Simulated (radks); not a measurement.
Problem. These are the eigenvalues of the occupied orbitals of an atom or ion with whole-number occupations (hartree). All-electron calculation, Dirac Kohn-Sham, LB94 model potential, spin-unpolarised, spherical densities, finite nucleus; Fermi nuclear charge, rms radius of each element as measured or else 0.836 A^(1/3) + 0.57 fm. Program: a radial shooting solver on a logarithmic mesh with Libxc functionals.

orbital  eigenvalue
1s1/2     -3063.309
2s1/2     -679.8777
2p1/2     -660.9611
2p3/2     -595.8622
3s1/2     -268.4082
3p1/2     -261.2830
3p3/2     -244.3237

Which element is it, and in what charge state? The configuration may be excited. Open shells, if any, fill j = l - 1/2 first.

Solution. Z = 78, platinum, charge +61: Pt61+ in [Ne] 3s2 3p5. The list shows which subshells hold electrons but not how many an open one holds; the 1s level, -3063.3 hartree, gives Z - s = 78.3 by -(Z - s)^2/2, which with screening and relativity narrows Z to a few neighbours, and the depths of the outer levels then fix element, charge and occupations together.
